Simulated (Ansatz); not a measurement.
C₂H₇InOS (`C[CH2][In]([OH])[SH]`), relaxed with RKS PBE0-D4/def2-TZVP in Ansatz 0.2.0 from a PBE-D4/def2-SVP geometry. The force threshold is 0.005 eV/Å; the program also tests the step.

Charge 0, multiplicity 1. In takes the def2 core potential.

Start:

```xyz
12

C     0.677    1.554   -0.974
C     0.559    0.032   -1.078
In   -0.555   -0.863    0.583
O     0.209   -1.560    2.336
S    -2.960   -1.157    0.744
H     1.232    1.972   -1.843
H     1.222    1.874   -0.062
H    -0.314    2.051   -0.956
H     1.552   -0.462   -1.095
H     0.019   -0.278   -1.995
H     1.183   -1.486    2.344
H    -2.824   -1.678    1.997
```

Task: How much energy does the relaxation release, and in how many steps? (Estimate.)

Result: Computed: 0.09 eV, in 50 steps, 8 of them rejected.

Task: Which bonds change most? (Estimate.)

Result: Computed: In3–S5 from 2.428 to 2.382 Å; In3–O4 from 2.035 to 1.993 Å; C2–In3 from 2.191 to 2.153 Å; S5–H12 from 1.364 to 1.345 Å.

Task: Give the relaxed structure. (An estimate is asked.)

Result: Ansatz gave: 
```xyz
12

C     0.312    1.490   -1.258
C     0.912    0.228   -0.655
In   -0.378   -0.758    0.757
O     0.037   -2.428    1.763
S    -2.560   -0.051    1.400
H     1.003    1.954   -1.968
H     0.081    2.237   -0.495
H    -0.616    1.284   -1.797
H     1.846    0.442   -0.128
H     1.151   -0.509   -1.426
H     0.903   -2.794    1.569
H    -2.692   -1.095    2.238
```
